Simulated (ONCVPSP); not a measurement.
## Before and after: ONCV potential for platinum (Pt)

```
Element                 : Pt
Generator               : ONCVPSP 4.0.1
Type                    : optimised norm-conserving Vanderbilt (ONCV)
Functional              : PBE
Relativity              : scalar-relativistic
Frozen core             : [Xe]
Valence charge          : 24
Reference configuration : 4f14 5d9 6s0.5 6p0.5
Partial waves           : 6s: rc 2.55 bohr, ncon 4, nbas 9, qcut 2.2 1/bohr, 2 projectors, debl 3.2 Ha; 6p: rc 2.60 bohr, ncon 4, nbas 8, qcut 3.1 1/bohr, 1 projector; 5d: rc 2.30 bohr, ncon 4, nbas 9, qcut 6.7 1/bohr, 2 projectors, debl 3.1 Ha; 4f: rc 1.00 bohr, ncon 3, nbas 8, qcut 15.8 1/bohr, 2 projectors, debl 1.5 Ha
Local potential         : polynomial inside 0.95 bohr (lpopt 5, dvloc0 0 Ha)
Core correction         : none
```

In the f channel the program set the typed energies aside and used -2.615, 0.250 Ha.

All-electron outer shells of the reference configuration (PBE, scalar-relativistic, ld1.x):

| shell | level (eV) | outermost node (bohr) | outermost maximum (bohr) |
| --- | --- | --- | --- |
| 5s | -102.91 | 0.49 | 0.87 |
| 4f | -71.15 | – | 0.38 |
| 5p | -57.12 | 0.53 | 0.98 |
| 5d | -7.20 | 0.57 | 1.26 |
| 6s | -6.46 | 1.14 | 2.35 |
| 6p | -1.40 | 1.36 | 3.55 |

Change: local potential polynomial inside 0.95 bohr (lpopt 5, dvloc0 9 Ha).

Cutoffs: the cutoffs (Ha) at which the residual kinetic energy of the hardest occupied pseudo-wave falls to 1 and 0.1 mHa per electron; they do not see the model core or the augmentation charge, which bear on the density cutoff. Errors are all-electron minus pseudo energies relative to the spin-unpolarised reference configuration.

Q: How do hardness, ghosts and transferability respond?

A: The potential gets neither clearly harder nor softer (116 Ha and 180 Ha → 116 Ha and 180 Ha); both files keep a bound ghost (p, s); the errors of the 3 common tests hardly move; the range in which the s phases agree widens (upper end 2.0 → 3.7).

```csv
quantity,base,changed
"cutoff, loose",116 Ha,116 Ha
"cutoff, tight",180 Ha,180 Ha
bound ghosts,"s, p","s, p"
GHOST(+) flags under 300 eV,"s at 69.4 eV, d at 219.7 eV",s at 109.0 eV
tests with a reliable result,3 of 4,3 of 4
"error for 4f14 5d9 6s1 6p0, meV [ΔE -2.46 eV]",+1.7,+1.7
"error for 4f14 5d9 6s0 6p0, meV [ΔE 6.73 eV]",+2.9,+2.9
"error for 4f14 5d8 6s2 6p0, meV [ΔE -1.46 eV]",+30,+30
s: phases at 2.59 bohr within 0.05 rad from the reference energy up to (Ha; the scan ends near 5),2.0,3.7
p: phases at 2.64 bohr within 0.05 rad from the reference energy up to (Ha; the scan ends near 5),0.5,n/a
d: phases at 2.34 bohr within 0.05 rad from the reference energy up to (Ha; the scan ends near 5),to the end of the scan,to the end of the scan
f: phases at 1.01 bohr within 0.05 rad from the reference energy up to (Ha; the scan ends near 5),to the end of the scan,to the end of the scan
```

 A true bound ghost makes a file unfit for plane-wave use even where its test errors are small: the radial tests pick states by their node count and pass the ghost by.
